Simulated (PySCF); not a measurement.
Ranking problems on computed properties.

Each SMILES stands for a single optimised conformer of the isolated species, non-relativistic unless stated; the electronic structure was computed with PySCF and density fitting.

Dipoles, sizes and rotational constants follow the conformer. The torsions of the flexible species, by atom-mapped SMILES:
- `[CH2:1]=[CH:2][CH2:3][C:4]1=[CH:5][O:6][CH:7]=[CH:8][CH2:9]1`: C1–C2–C3–C4 119°, C2–C3–C4–C5 109°
- `[CH3:1][CH2:2][C@@H:3]1[CH2:4][C@@H:5]([C:6]#[N:7])[C@H:8]1[F:9]`: C1–C2–C3–C4 176°
- `[CH3:1][S:2][c:3]1[n:4][n:5][n:6]2[cH:7][cH:8][cH:9][cH:10][c:11]12`: C1–S2–C3–N4 0°
- `[CH:1]#[C:2][C@@:3]([CH3:4])([CH2:5][CH2:6][CH3:7])[NH:8][SiH3:9]`: C2–C3–C5–C6 64°, C3–C5–C6–C7 -178°, C2–C3–N8–Si9 167°
- `[CH3:1][C@@H:2]([SiH2:3][O:4][SiH3:5])[S:6][SiH3:7]`: C1–C2–Si3–O4 55°, C2–Si3–O4–Si5 20°, C1–C2–S6–Si7 93°
- `[CH3:1][O:2][c:3]1[cH:4][s:5][c:6]([CH2:7][O:8][SiH3:9])[cH:10]1`: C1–O2–C3–C4 2°, S5–C6–C7–O8 99°, C6–C7–O8–Si9 -54°
- `[CH3:1][CH2:2][CH2:3][c:4]1[cH:5][cH:6][cH:7][cH:8][n:9]1`: C1–C2–C3–C4 -66°, C2–C3–C4–C5 -75°
- `[O:1]=[CH:2][O:3][c:4]1[cH:5][n:6][cH:7][s:8]1`: O1–C2–O3–C4 0°, C2–O3–C4–C5 0°

The conformers of `C=CC[SiH2]N1CCCC1`, `C=C[C@@H]1CCC[C@H]1C#N` and `[SiH3]N[C@]12CC[C@H](CC1)C2` aren't listed.

Task: Rank by HOMO–LUMO gap, highest first (PBE0/pcSseg-1 at GFN2-xTB geometries).
A. `C=CC[SiH2]N1CCCC1`
B. `CC[C@@H]1C[C@@H](C#N)[C@H]1F`
C. `[SiH3]N[C@]12CC[C@H](CC1)C2`
D. `C#C[C@@](C)(CCC)N[SiH3]`
E. `C=CCC1=COC=CC1`
F. `C[C@@H]([SiH2]O[SiH3])S[SiH3]`
G. `N#C[C@@H]1CCC[C@H]1C=C`
H. `CSc1nnn2ccccc12`

Result: B (9.27 eV), G (7.83 eV), D (7.54 eV), C (7.28 eV), F (6.67 eV), A (6.33 eV), E (5.95 eV), H (4.33 eV).

Task: Give the two extremes of that set in kcal/mol.

Result: `CSc1nnn2ccccc12`: 100 kcal/mol; `CC[C@@H]1C[C@@H](C#N)[C@H]1F`: 214 kcal/mol.

Task: Rank by dipole moment, highest first (PBE0/pcSseg-1 at GFN2-xTB geometries).
A. `CSc1nnn2ccccc12`
B. `C=CCC1=COC=CC1`
C. `COc1csc(CO[SiH3])c1`
D. `C[C@@H]([SiH2]O[SiH3])S[SiH3]`
E. `CC[C@@H]1C[C@@H](C#N)[C@H]1F`
F. `c1nc(CCC)ccc1`

Result: E (5.25 D), A (3.11 D), C (2.36 D), F (1.87 D), D (1.55 D), B (0.86 D).

Task: Give the two extremes of that set in atomic units.

Result: `C=CCC1=COC=CC1`: 0.34 au; `CC[C@@H]1C[C@@H](C#N)[C@H]1F`: 2.06 au.

Task: Rank by smallest rotational constant, lowest first (GFN2-xTB).
A. `C[C@@H]([SiH2]O[SiH3])S[SiH3]`
B. `C=CCC1=COC=CC1`
C. `COc1csc(CO[SiH3])c1`
D. `C#C[C@@](C)(CCC)N[SiH3]`
E. `CCCC1=CC=CC=N1`

Result: C (0.482 GHz), A (0.553 GHz), D (0.742 GHz), B (0.849 GHz), E (1.003 GHz).

Task: Give the two extremes of that set in cm⁻¹.

Result: `COc1csc(CO[SiH3])c1`: 0.0161 cm⁻¹; `CCCc1ccccn1`: 0.0335 cm⁻¹.

Task: Rank by HOMO energy, highest first (PBE0/pcSseg-1 at GFN2-xTB geometries).
A. `C[C@@H]([SiH2]O[SiH3])S[SiH3]`
B. `C=CC[SiH2]N1CCCC1`
C. `c1cccn2nnc(c21)SC`
D. `O=COc1cncs1`

Result: C (-5.79 eV), B (-5.94 eV), A (-6.85 eV), D (-7.36 eV).

Task: By how much do the two ends of that ranking differ?

Result: By 1.57 eV, between `CSc1nnn2ccccc12` and `O=COc1cncs1`.
